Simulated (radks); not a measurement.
Values are calculated unless marked as measured or tabulated.
Question: All-electron atom: Zr7+ in [Ar] 3d10 4s2 4p3 (the NIST ground configuration). Code: a radial shooting solver on a logarithmic mesh with Libxc functionals. Model: Dirac Kohn-Sham, relativistic LDA (MacDonald-Vosko exchange, VWN5 correlation), spin-unpolarised, spherical densities, finite nucleus; open shells fill j = l - 1/2 first; Fermi nuclear charge, rms radius 4.2694 fm.

Spin-orbit splittings of the eigenvalues, e(l+1/2) - e(l-1/2), with zeta = 2 splitting/(2l+1) and mean radii in bohr:

shell  occ.  splitting (eV)  zeta (eV)  <r> j=l-1/2  <r> j=l+1/2
2p        6           85.22      56.82       0.1389       0.1433
3p        6           13.68      9.122       0.4544       0.4648
3d       10           2.526      1.010       0.4474       0.4508
4p        3           2.356      1.571        1.204        1.224
4d        0               ?          ?        1.423        1.429

Estimate the 4d splitting.

Answer: 0.3492 eV (zeta = 0.1397 eV).
